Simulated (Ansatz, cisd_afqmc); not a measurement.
System: Cl, charge -1, singlet.

Total energies in aug-cc-pV(T+d)Z, 8 correlated electrons, 5 frozen orbitals. Open shells are spin-unrestricted; no spin-orbit coupling. Cores are frozen in correlated methods. No relativity. AFQMC is phaseless with a CISD trial state; ± is one standard error, without the phaseless bias. Outlying blocks are dropped, and bars are widened where a walk drifts. Over all cases where full CI ran beside it in this data, AFQMC minus full CI had a median of +0.1 mEh and passed +0.4 mEh in a tenth of the cases.

| method | program | energy (Eh) | minus CCSDTQ (mEh) |
|---|---|---|---|
| HF | Ansatz | -459.57348 | 234.09 |
| MP2 | Ansatz | -459.78154 | 26.03 |
| CCSD | Ansatz | -459.79685 | 10.73 |
| CCSD(T) | Ansatz | -459.80663 | 0.95 |
| CCSDT(Q) | Ansatz | -459.80755 | 0.02 |
| CCSDTQ | Ansatz | -459.80757 | 0.00 |
| AFQMC/CISD | cisd_afqmc | -459.8075 ± 0.0003 | 0.1 ± 0.3 |

Ansatz is a program for electronic structure.
